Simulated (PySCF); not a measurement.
**Unknown compound**

Molecular formula: C7H11BF2. Simulated spectra:

1H NMR (300 MHz, computed): δ 1.79 (m, 1H), 1.76 (m, 1H), 1.67 (m, 1H), 1.66 (m, 1H), 1.44 (m, 1H), 1.30 (m, 1H), 1.27 (m, 1H), 0.66 (m, 1H), 0.58 (m, 1H), 0.44 (m, 1H), 0.44 (m, 1H).

13C{1H} NMR (computed): δ 44.3 (CH2), 43.0 (CH2), 35.0 (CH2), 29.0 (CH), 22.0 (C), 19.3 (CH2), 18.7 (CH2).

Level of theory: σ from GIAO-B3LYP/pcSseg-1, structure optimised with PBE0-D3(BJ)/def2-SVP, in PySCF 2.14.0 with density-fitted response routines (isolated molecule, one computed conformer, no relativistic terms, equivalent nuclei averaged).

Scale: 1H and 13C vs TMS (reference shieldings calculated alike).

Task: Deduce the structure.

Result: 
7 carbon signals for 7 carbons: no two carbons are equivalent. Carbon types of the structure: 1 × C, 1 × CH, 5 × CH2, which accounts for all hydrogens. δC 44.3, 43.0, 35.0: sp3 CH2 in a ring; a saturated carbon with 2 carbon neighbours and no heteroatom attached. δC 29.0: sp3 CH bonded to B. δC 22.0, 19.3, 18.7: three-membered-ring carbon; carbons of three-membered rings are unusually shielded. δH 1.79, 1.76, 1.67, 1.66, 1.44, 1.30: hydrogen on an sp3 CH2 in a ring. δH 1.27: hydrogen on an sp3 CH bonded to B. δH 0.66, 0.58, 0.44, 0.44: hydrogen on a three-membered-ring carbon; cyclopropane-type protons are shielded by the ring.

Structure: `C1[C@@H](B(F)F)CCC12CC2`.

This is the structure that produced the data.

A carbon bonded to boron is broadened by the quadrupolar boron nucleus and is often missing from a measured spectrum. Splittings by 19F in the carbon and heteronuclear signals aren't shown, as no couplings were computed. Shifts are as computed. Against solution values, carbons near 30 ppm lie about +2 ppm off and those near 130 ppm about +6 ppm. Of 1211 compounds with measured shifts, 218 miss one by over three times the rms of a fit or turn the order of signals round; such compounds aren't used in these exercises. Multiplicities follow the n + 1 count of equivalent neighbours, as no J values were calculated; m marks all less simple cases, F and P coupling included.
